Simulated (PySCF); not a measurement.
# Basis-set dependence of population analyses: `C=N[Si@H](F)CC`

Species: C3H8FNSi.
Atom-mapped SMILES: `[CH2:1]=[N:2][Si@H:3]([F:4])[CH2:5][CH3:6]` (hydrogens: H7, H8 on C1; H9 on Si3; H10, H11 on C5; H12, H13, H14 on C6)

Cartesian coordinates in Å at the PBE0-D3(BJ)/def2-SVP level; atoms count from 1:
```xyz
14
C3H8FNSi angstrom
C      2.3699   -0.5546   -0.3843
N      1.5596   -0.6902    0.5733
Si     0.5265    0.5789    1.1871
F      0.9167    0.7795    2.7522
C     -1.2463    0.0325    1.0550
C     -1.7133   -0.1866   -0.3825
H      2.5375    0.3948   -0.9404
H      2.9803   -1.4096   -0.7319
H      0.7877    1.8846    0.5018
H     -1.3456   -0.8945    1.6453
H     -1.8716    0.7875    1.5628
H     -1.1164   -0.9653   -0.8829
H     -1.6273    0.7322   -0.9850
H     -2.7664   -0.5040   -0.4231
```

PBE0 throughout (PySCF), one geometry, spherical d and f functions. The structure is a single PBE0-D3(BJ)/def2-SVP conformer in the gas phase; no vibrational or solvent corrections. The first 7 of 12 kinds of atom are listed.

Mulliken charges (e):

| basis | functions | C1 | N2 | Si3 | F4 | C5 | C6 | H7 |
| --- | --- | --- | --- | --- | --- | --- | --- | --- |
| STO-3G | 42 | -0.052 | -0.405 | +0.872 | -0.244 | -0.318 | -0.234 | +0.058 |
| 6-31G | 74 | -0.117 | -0.550 | +1.174 | -0.452 | -0.679 | -0.494 | +0.143 |
| pcSseg-0 | 74 | -0.097 | -0.827 | +1.549 | -0.488 | -1.085 | -0.646 | +0.201 |
| 6-31G* | 104 | -0.148 | -0.414 | +0.924 | -0.401 | -0.576 | -0.541 | +0.152 |
| cc-pVDZ | 128 | +0.066 | -0.304 | +0.660 | -0.316 | -0.254 | -0.112 | +0.036 |
| def2-SVP | 128 | +0.051 | -0.360 | +0.807 | -0.347 | -0.351 | -0.103 | +0.045 |
| aug-cc-pVDZ | 214 | +0.623 | -0.521 | +0.974 | -0.702 | +0.406 | +0.427 | -0.234 |
| 6-311+G(2d,p) | 218 | -0.176 | -0.420 | +1.177 | -0.481 | -0.497 | -0.555 | +0.115 |
| def2-TZVP | 240 | -0.108 | -0.273 | +0.609 | -0.325 | -0.313 | -0.393 | +0.102 |
| cc-pVTZ | 296 | -0.049 | -0.244 | +0.558 | -0.294 | -0.262 | -0.310 | +0.068 |
| IGLO-III | 299 | +0.007 | -0.542 | +1.234 | -0.501 | -0.452 | -0.412 | +0.074 |

IAO charges (e):

```csv
basis,functions,C1,N2,Si3,F4,C5,C6,H7
STO-3G,42,-0.140,-0.422,+1.076,-0.358,-0.513,-0.389,+0.092
6-31G,74,-0.096,-0.492,+1.174,-0.505,-0.561,-0.424,+0.110
pcSseg-0,74,-0.080,-0.500,+1.200,-0.492,-0.585,-0.415,+0.104
6-31G*,104,-0.062,-0.533,+1.301,-0.524,-0.573,-0.404,+0.103
cc-pVDZ,128,-0.064,-0.521,+1.285,-0.522,-0.567,-0.403,+0.102
def2-SVP,128,-0.057,-0.522,+1.297,-0.522,-0.567,-0.394,+0.099
aug-cc-pVDZ,214,-0.065,-0.533,+1.298,-0.534,-0.575,-0.415,+0.106
"6-311+G(2d,p)",218,-0.064,-0.543,+1.328,-0.538,-0.586,-0.417,+0.107
def2-TZVP,240,-0.063,-0.545,+1.342,-0.540,-0.590,-0.417,+0.107
cc-pVTZ,296,-0.065,-0.539,+1.328,-0.536,-0.587,-0.418,+0.106
IGLO-III,299,-0.065,-0.545,+1.338,-0.540,-0.589,-0.418,+0.107
```

Hirshfeld charges (e):

```
        basis  functions      C1      N2     Si3      F4      C5      C6      H7
       STO-3G         42  +0.027  -0.260  +0.534  -0.163  -0.094  -0.042  +0.008
        6-31G         74  +0.041  -0.257  +0.456  -0.235  -0.141  -0.093  +0.042
     pcSseg-0         74  +0.036  -0.239  +0.488  -0.226  -0.140  -0.100  +0.035
       6-31G*        104  +0.045  -0.244  +0.422  -0.203  -0.145  -0.093  +0.043
      cc-pVDZ        128  +0.037  -0.225  +0.439  -0.200  -0.153  -0.105  +0.039
     def2-SVP        128  +0.038  -0.229  +0.449  -0.202  -0.155  -0.108  +0.040
  aug-cc-pVDZ        214  +0.032  -0.242  +0.466  -0.216  -0.169  -0.119  +0.046
6-311+G(2d,p)        218  +0.035  -0.246  +0.464  -0.217  -0.163  -0.112  +0.046
    def2-TZVP        240  +0.035  -0.240  +0.452  -0.208  -0.163  -0.115  +0.045
      cc-pVTZ        296  +0.034  -0.236  +0.450  -0.205  -0.163  -0.115  +0.044
     IGLO-III        299  +0.030  -0.239  +0.456  -0.208  -0.165  -0.120  +0.045
```

Q: Which scheme is steadiest as the basis changes?

A: Largest range over the bases for any column: Hirshfeld 0.11 e, IAO 0.27 e, Mulliken 1.49 e. Hirshfeld charges move least and Mulliken charges most, counted in e. Without the minimal STO-3G basis the ranges are Hirshfeld 0.07, IAO 0.17, Mulliken 1.49 e.

Q: How much do the charges still move between the two largest bases, cc-pVTZ and IGLO-III?

A: At most, over all atoms: Mulliken 0.676 e, IAO 0.009 e, Hirshfeld 0.006 e.

Q: What do the same runs give for the total energy, the frontier levels and the dipole moment?

A: 
```json
{"basis": "STO-3G", "energy (Eh)": "-555.9017", "HOMO (eV)": "-4.01", "LUMO (eV)": "2.79", "μ (D)": "1.56"}
{"basis": "6-31G", "energy (Eh)": "-562.7073", "HOMO (eV)": "-7.02", "LUMO (eV)": "-0.98", "μ (D)": "3.31"}
{"basis": "pcSseg-0", "energy (Eh)": "-561.8771", "HOMO (eV)": "-7.10", "LUMO (eV)": "-1.08", "μ (D)": "2.96"}
{"basis": "6-31G*", "energy (Eh)": "-562.8298", "HOMO (eV)": "-7.09", "LUMO (eV)": "-0.80", "μ (D)": "2.45"}
{"basis": "cc-pVDZ", "energy (Eh)": "-562.8557", "HOMO (eV)": "-7.11", "LUMO (eV)": "-0.90", "μ (D)": "2.45"}
{"basis": "def2-SVP", "energy (Eh)": "-562.5563", "HOMO (eV)": "-7.18", "LUMO (eV)": "-0.99", "μ (D)": "2.45"}
{"basis": "aug-cc-pVDZ", "energy (Eh)": "-562.8815", "HOMO (eV)": "-7.30", "LUMO (eV)": "-1.22", "μ (D)": "2.58"}
{"basis": "6-311+G(2d,p)", "energy (Eh)": "-562.9527", "HOMO (eV)": "-7.36", "LUMO (eV)": "-1.25", "μ (D)": "2.64"}
{"basis": "def2-TZVP", "energy (Eh)": "-562.9816", "HOMO (eV)": "-7.30", "LUMO (eV)": "-1.17", "μ (D)": "2.50"}
{"basis": "cc-pVTZ", "energy (Eh)": "-562.9701", "HOMO (eV)": "-7.26", "LUMO (eV)": "-1.10", "μ (D)": "2.44"}
{"basis": "IGLO-III", "energy (Eh)": "-562.9879", "HOMO (eV)": "-7.33", "LUMO (eV)": "-1.21", "μ (D)": "2.52"}
```

The dipole is fixed by the density alone, so its range of 1.75 D shows that the density itself changes with the basis, not only its division among atoms.
